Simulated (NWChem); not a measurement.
System: C$_{2}$H$_{3}$BFN; SMILES C(#C)B(N)F

NWChem input:

```
start job
memory heap 200 mb stack 900 mb global 1100 mb
geometry units angstroms noautosym nocenter noautoz
  C      0.035870     2.289385     0.000000
  C      0.044275     1.073423     0.000000
  B      0.038877    -0.468346     0.000000
  N     -1.152814    -1.191912     0.000000
  F      1.202561    -1.130528     0.000000
  H      0.037534     3.364849     0.000000
  H     -2.060292    -0.748977     0.000000
  H     -1.169559    -2.203461     0.000000
end
basis spherical
  * library 6-31g*
end
dft
  xc b3lyp
  iterations 150
end
property
  shielding
  efieldgrad
end
task dft property
```

The geometry was optimised at PBE0/def2-SVP.

GIAO values for the isolated, static molecule; σ is the absolute isotropic shielding, δ = σ(reference) − σ with the isolated reference molecule computed at the same levels (11B: boron trifluoride, 13C: tetramethylsilane, 19F: trichlorofluoromethane, 1H: tetramethylsilane, 15N: ammonia).

Atoms are numbered as in the input.

Task: What results follow from this input? (B3LYP/6-31G* (spherical d), GIAO.) Quantities: δ C2 (ppm); δ B3 (ppm); δ N4 (ppm); δ F5 (ppm); δ H6 (ppm); δ H7 (ppm); δ H8 (ppm).

Result: 
```
Property     Value
----------  ------
δ C2 (ppm)    73.8
δ B3 (ppm)    10.3
δ N4 (ppm)    68.7
δ F5 (ppm)  -104.0
δ H6 (ppm)    1.91
δ H7 (ppm)    2.45
δ H8 (ppm)    2.24
```
